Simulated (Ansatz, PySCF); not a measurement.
Molecule: BBr2 (charge 0, doublet). It need not be the lowest isomer of its formula. 
Geometry from a B3LYP-D3(BJ)/def2-TZVP (Ansatz, a program for electronic structure) optimisation:
```
B
Br 1 1.8889
Br 1 1.8889 2 126.56
```
Charge 0, spin multiplicity 2.

Total electronic energies in hartree. Correlated levels leave the core frozen unless marked. UHF or UKS for open shells. No spin-orbit coupling. Frozen are the shells of the preceding noble gas and the d and f shells that filled before the atom's block. No relativistic terms. FCI takes restricted orbitals. Basis-set limits of correlation are two-point, X^-3; Hartree-Fock from the larger set. [CCSD(T)-MP2]/basis is that difference in the basis named.

| level | program | energy (Eh) |
|---|---|---|
| HF/aug-cc-pVDZ | Ansatz | -5169.47219 |
| HF/cc-pVTZ | Ansatz | -5169.62433 |
| HF/def2-TZVPD | PySCF | -5169.53238 |
| revPBE-D4/def2-TZVPD | Ansatz + dftd4 | -5172.72394 |
| PBE0/6-31G* | Ansatz | (withheld) |
| PBE0/def2-SVP | Ansatz | (withheld) |
| PBE0-D4/def2-TZVP | Ansatz + dftd4 | -5172.53379 |
| PBE0/def2-QZVPP | Ansatz | -5172.63719 |
| TPSSh-D4/def2-TZVPD | PySCF + dftd4 | -5172.99909 |
| PW6B95-D4/def2-TZVPD | PySCF + dftd4 | -5175.46315 |
| MN15-D3(BJ)/def2-TZVPD | PySCF + dftd3 | -5173.79508 |
| LC-wPBE-D4/def2-TZVPD | Ansatz + dftd4 | (withheld) |
| wB97X/def2-TZVPD | Ansatz | -5173.20873 |
| B2PLYP-D3(BJ)/def2-TZVPD | Ansatz + dftd3 | -5172.30287 |
| MP2/6-31G | Ansatz | -5168.88861 |
| MP2/aug-cc-pVDZ | Ansatz | -5169.77562 |
| RI-MP2/CBS(aug-cc-pVTZ,aug-cc-pVQZ) | Ansatz | -5170.0924 |
| RI-MP2/CBS(cc-pVTZ,cc-pVQZ) | Ansatz | -5170.0910 |
| CCSD(T)/STO-3G | Ansatz | -5113.76815 |
| CCSD(T)/cc-pVDZ | Ansatz | -5169.79042 |
| FCI/STO-3G | Ansatz | -5113.76868 |
| RI-MP2/CBS(aug-cc-pVTZ,aug-cc-pVQZ)+[CCSD(T)-MP2]/aug-cc-pVTZ | Ansatz | -5170.1445 |
| CCSD(T)/CBS(cc-pVTZ,cc-pVQZ) | Ansatz | -5170.1437 |

Task: Some entries are withheld; supply them.

Result: 
- PBE0/6-31G*, energy (Eh): -5171.92155
- PBE0/def2-SVP, energy (Eh): -5171.88305
- LC-wPBE-D4/def2-TZVPD, energy (Eh): -5172.42512
